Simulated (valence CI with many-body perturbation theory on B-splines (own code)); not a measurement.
## Which ion has this spectrum?

A relativistic CI+MBPT calculation for an atom or ion with 14 electrons gives these levels (cm⁻¹):

```csv
J,Parity,E,g
0,even,0.0,
1,even,299,1.50
2,even,836,1.50
2,even,11383,1.00
0,even,27291,
2,odd,58508,2.00
1,odd,83930,0.50
2,odd,83958,1.17
3,odd,84010,1.33
2,odd,98726,1.50
1,odd,98746,1.50
0,odd,98753,
2,odd,104069,1.00
2,odd,122070,0.67
```

The energies are calculated, with errors of about 54 cm⁻¹, more in some levels.

Q: Which is it?
A. S2+
B. Si
C. K5+
D. P+

A: A. S2+, ground level 3s²3p² ³P_0.
